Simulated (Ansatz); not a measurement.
Ca₇Si₂⁺. Charge 1, multiplicity 2. Geometry PBE0-D4/def2-SVP, that of the neutral singlet; atoms count from 1.

```tsv
atom	x (Å)	y (Å)	z (Å)
Ca1	-2.2717	1.1801	0.6084
Ca2	-2.1506	-1.6012	-1.6526
Ca3	1.2947	-2.7865	-1.4443
Ca4	2.7927	0.0372	0.6416
Ca5	-0.5871	1.8692	-2.4210
Ca6	0.4307	1.4551	3.0578
Ca7	-0.3384	-1.8637	1.7429
Si8	0.2547	-0.2456	-0.7005
Si9	0.5750	1.9553	0.1679
```

The charge 1 doublet is spin-contaminated (final ⟨S²⟩ up to 1.18, 0.75 for a pure state). The structure comes from a short search, and lower isomers may exist.

(1) Estimate the Mulliken populations from the PBE0/def2-TZVP orbitals of Ansatz.

(2) Where does the spin sit?

(3) And the Mayer bond orders between bonded heavy atoms (over 0.3)?

Results:

(1) 
```json
{"atom": "Ca1", "charge (e)": "0.37", "spin (α − β)": "0.42"}
{"atom": "Ca2", "charge (e)": "0.32", "spin (α − β)": "-0.07"}
{"atom": "Ca3", "charge (e)": "0.38", "spin (α − β)": "0.21"}
{"atom": "Ca4", "charge (e)": "0.55", "spin (α − β)": "0.55"}
{"atom": "Ca5", "charge (e)": "0.62", "spin (α − β)": "-0.32"}
{"atom": "Ca6", "charge (e)": "0.32", "spin (α − β)": "0.13"}
{"atom": "Ca7", "charge (e)": "0.36", "spin (α − β)": "0.17"}
{"atom": "Si8", "charge (e)": "-1.29", "spin (α − β)": "0.01"}
{"atom": "Si9", "charge (e)": "-0.64", "spin (α − β)": "-0.11"}
```
Mulliken values and Mayer orders depend strongly on the basis.

(2) Summed by element: Ca 1.09, Si -0.09, of 1 unpaired in all. Largest on single atoms: Ca4 0.55, Ca1 0.42, Ca5 -0.32.

(3) Ca1–Ca2 0.48 (3.59 Å); Ca1–Ca5 0.41 (3.53 Å); Ca1–Ca6 0.34 (3.66 Å); Ca1–Si9 0.43 (2.98 Å); Ca2–Ca3 0.56 (3.65 Å); Ca2–Si8 0.40 (2.92 Å); Ca3–Ca7 0.38 (3.70 Å); Ca3–Si8 0.47 (2.84 Å); Ca4–Ca6 0.35 (3.66 Å); Ca4–Si8 0.38 (2.88 Å); Ca4–Si9 0.50 (2.97 Å); Ca5–Si8 0.37 (2.85 Å); Ca5–Si9 0.67 (2.84 Å); Ca6–Ca7 0.61 (3.65 Å); Ca6–Si9 0.61 (2.94 Å); Ca7–Si8 0.31 (2.99 Å); Si8–Si9 0.79 (2.39 Å).
